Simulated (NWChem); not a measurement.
C$_{2}$H$_{4}$BF$_{2}$N; SMILES FB(N)/C=C\F

```xyz
10

N     -1.4029     0.7411     0.0000
B     -0.0206     0.9337     0.0000
F      0.4486     2.1946     0.0000
C      1.0255    -0.2282     0.0000
C      0.7522    -1.5312     0.0000
F     -0.4978    -2.0066     0.0000
H     -2.0527     1.5159     0.0000
H     -1.8207    -0.1783     0.0000
H      2.0915     0.0185     0.0000
H      1.4829    -2.3469     0.0000
```
Atoms are numbered in this order, from 1.

Program: NWChem. Pople sets run with spherical d functions. Coordinates come from a PBE0/def2-SVP optimisation. Level M06-2X/6-31G*: energy and gradient on several grids; changes count from the extra-fine grid, which is no exact limit either.

```
grid     size of the energy change (μHa)  largest change of a gradient component (μHa/bohr)  time, medium = 1 (rough)
-------  -------------------------------  -------------------------------------------------  ------------------------
xcoarse                            20000                                               7000                   about 1
coarse                              3000                                                800                   about 1
medium                               100                                                200                   about 1
fine                                < 10                                                 60                   about 1
xfine                               < 10                                               < 30                         2
```
